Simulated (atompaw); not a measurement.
## An all-electron radial function and its pseudo partner (B)

Columns: radius, all-electron u(r) and pseudo u(r) of the 2s shell (level -9.44 eV) of boron in the configuration [He] 2s2 2p1; PBE, scalar-relativistic, PAW (atompaw) scheme, atompaw 4.2.0.5.

```tsv
r (bohr)	all-electron	pseudo
0.115	-0.2848	0.0856
0.231	-0.2825	0.1706
0.346	-0.1608	0.2520
0.462	0.0018	0.3301
0.577	0.1644	0.4023
0.692	0.3109	0.4682
0.808	0.4358	0.5275
0.923	0.5363	0.5783
1.038	0.6140	0.6208
1.154	0.6708	0.6549
1.269	0.7080	0.6799
1.385	0.7291	0.6963
1.500	0.7366	0.7043
1.615	0.7330	0.7045
1.731	0.7207	0.6974
1.846	0.7017	0.6840
1.962	0.6775	0.6650
2.077	0.6498	0.6417
2.192	0.6198	0.6149
2.308	0.5879	0.5853
2.423	0.5556	0.5544
2.538	0.5231	0.5226
2.654	0.4907	0.4906
2.769	0.4593	0.4593
2.885	0.4286	0.4286
3.000	0.3994	0.3994
```

(1) How many radial nodes do the two functions have?

(2) Is the pseudo-wave norm-conserving?

## Answers

(1) The all-electron 2s function has n − l − 1 = 1; the pseudo-wave has 0, since the states of the same l below it are removed with the core.

(2) No, it belongs to a PAW set: the norm inside the radius is not constrained, and the difference is carried by the augmentation charge.
